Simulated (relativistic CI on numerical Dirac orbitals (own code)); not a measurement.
**Mn2+ in a cubic cluster: L2,3 absorption with charge transfer**

Computed with a charge-transfer multiplet model of a cubic metal-ligand cluster with up to 3 ligand holes, Slater and spin-orbit integrals from Dirac-Coulomb-Breit ions, Slater integrals scaled by 0.8. The ground state mixes d5 with configurations of k ligand holes L, whose averages lie at kΔ + k(k − 1)U_dd/2; a core hole lowers each added d electron by U_cd. 300 K, Lorentzian 0.4 eV and Gaussian 0.3 eV FWHM.

Atomic integrals in eV (Slater integrals scaled, ζ unscaled), ground: F2dd 8.204, F4dd 5.095, zeta_d 0.037; with the core hole: F2dd 8.873, F4dd 5.517, zeta_d 0.052, zeta_core 6.792, F2cd 5.084, G1cd 3.747, G3cd 2.127.

Cluster parameters (eV): U_dd = 5.7, U_cd = 7.2, 10Dq = 0.75, 10Dq(ligand) = 0.6, V(eg) = 1.65, V(t2g) = -0.77, final-state hopping factor = 0.8.

```csv
Case,n_d,d5,d6L,d7L2,d8L3,S
Δ = 0 eV,5.44,0.59,0.38,0.03,0.00,2.50
Δ = 3 eV,5.19,0.82,0.18,0.01,0.00,2.50
Δ = 5 eV,5.12,0.89,0.11,0.00,0.00,2.50
```

Weights, n_d and S are thermal averages at 300 K. Photon energies count from the first peak over 30 % of the highest in each spectrum, which can be another peak from case to case. The parameters are a model scan and need not match a compound or its usual spin state. Peaks in eV (height, largest 100):
- Δ = 0 eV: 0.0 (32), 1.3 (100), 4.1 (17), 11.0 (17), 12.2 (24)
- Δ = 3 eV: -1.2 (26), 0.0 (100), 2.9 (10), 3.7 (9), 9.8 (15), 11.3 (20), 12.0 (19)
- Δ = 5 eV: -1.2 (23), 0.0 (100), 3.1 (10), 3.7 (8), 9.8 (15), 11.4 (18), 12.0 (20)

Curve for Δ = 3 eV (points under 2 left out, the grid thinned):

(E (eV), Intensity): (-2.6, 2.0), (-2.3, 3.0), (-2.0, 5.8), (-1.6, 14.6), (-1.3, 24.2), (-1.0, 23.2), (-0.7, 21.4), (-0.4, 40.5), (0.0, 100.0), (0.3, 73.0), (0.6, 51.1), (0.9, 37.5), (1.2, 31.4), (1.6, 17.4), (1.9, 11.8), (2.2, 9.1), (2.5, 8.8), (2.8, 9.8), (3.2, 9.0), (3.5, 8.3), (3.8, 8.6), (4.1, 6.8), (4.4, 4.9), (4.8, 3.9), (5.1, 3.4), (5.4, 2.8), (5.7, 2.3), (6.1, 2.2), (6.4, 2.1), (9.0, 2.7), (9.3, 5.5), (9.6, 12.8), (10.0, 12.8), (10.3, 9.6), (10.6, 11.7), (10.9, 13.7), (11.2, 19.2), (11.6, 18.3), (11.9, 19.4), (12.2, 17.1), (12.5, 8.4), (12.8, 4.5), (13.2, 2.8), (13.5, 2.3), (13.8, 2.0)

For the case Δ = 3 eV, Δ = 3 eV is smaller than U_dd = 5.7 eV, the charge-transfer side of the Zaanen-Sawatzky-Allen scheme. With the core hole the configuration with one ligand hole lies at Δ + U_dd − U_cd = -1.5, 1.5, 3.5 eV from the one without, in the order of the table; where this is negative the screened configuration lies lower, though the effective hopping of about 2.1 eV (from the holes of the mixed ground state) mixes the two strongly wherever it is as large as the gap.
